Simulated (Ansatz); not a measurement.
Process, species as SMILES: BN (BH2-NH2) → N[BH-] (closed-shell singlet) + H+
B3LYP-D3(BJ)/def2-TZVP geometries, fixed; electronic energies without zero-point terms.

Basis-set convergence of the deprotonation energy at B3LYP with Ansatz (an electronic-structure program). Cartesian d functions, on some or all atoms, in 6-31G*, 6-31+G*; all else is spherical. The program fits the integrals of some runs and decomposes those of others, by size. The proton leaves the site shown, which need not be the most acidic. No added dispersion term, no relativity. Functions are those of the species that has most. Reference: the value in aug-pcseg-3, 428.61 kcal/mol, itself unsure by roughly 1.26 kcal/mol (its mean distance from aug-cc-pVQZ, def2-QZVPPD). Deviations are taken from unrounded values.

```
basis        functions  deprotonation energy (kcal/mol)
-----------  ---------  -------------------------------
6-31G*              38                           464.03
6-31+G*             46                           430.97
cc-pVDZ             48                           448.07
aug-cc-pVDZ         82                           427.06
def2-SVP            48                           447.34
def2-SVPD           72                           433.14
pcseg-1             48                           445.11
aug-pcseg-1         82                           427.52
6-311G**            60                           446.61
6-311+G**           68                           430.83
def2-TZVP           86                           436.61
def2-TZVPD         110                           431.33
cc-pVTZ            116                           440.98
aug-cc-pVTZ        184                           428.97
pcseg-2            116                           435.39
aug-pcseg-2        184                           428.93
def2-TZVPP         118                           436.77
def2-TZVPPD        142                           431.43
cc-pVQZ            230                           437.33
aug-cc-pVQZ        344                           429.05
def2-QZVPP         234                           434.78
def2-QZVPPD        258                           430.69
pcseg-3            252                           431.79
aug-pcseg-3        366                           428.61
```

What the diffuse functions change, pair by pair:
- 6-31G* to 6-31+G*: 8 more functions, deviation 35.42 to 2.36 kcal/mol
- cc-pVDZ to aug-cc-pVDZ: 34 more functions, deviation 19.46 to -1.55 kcal/mol
- def2-SVP to def2-SVPD: 24 more functions, deviation 18.73 to 4.53 kcal/mol
- pcseg-1 to aug-pcseg-1: 34 more functions, deviation 16.50 to -1.09 kcal/mol
- 6-311G** to 6-311+G**: 8 more functions, deviation 18.00 to 2.22 kcal/mol
- def2-TZVP to def2-TZVPD: 24 more functions, deviation 8.00 to 2.72 kcal/mol
- cc-pVTZ to aug-cc-pVTZ: 68 more functions, deviation 12.37 to 0.36 kcal/mol
- pcseg-2 to aug-pcseg-2: 68 more functions, deviation 6.78 to 0.32 kcal/mol
- def2-TZVPP to def2-TZVPPD: 24 more functions, deviation 8.16 to 2.82 kcal/mol
- cc-pVQZ to aug-cc-pVQZ: 114 more functions, deviation 8.72 to 0.44 kcal/mol
- def2-QZVPP to def2-QZVPPD: 24 more functions, deviation 6.17 to 2.08 kcal/mol
- pcseg-3 to aug-pcseg-3: 114 more functions, deviation 3.18 to 0.00 kcal/mol

Leaving out the reference's own pair, they bring the value nearer the reference by more than 1.26 kcal/mol in 11 of 11 pairs.
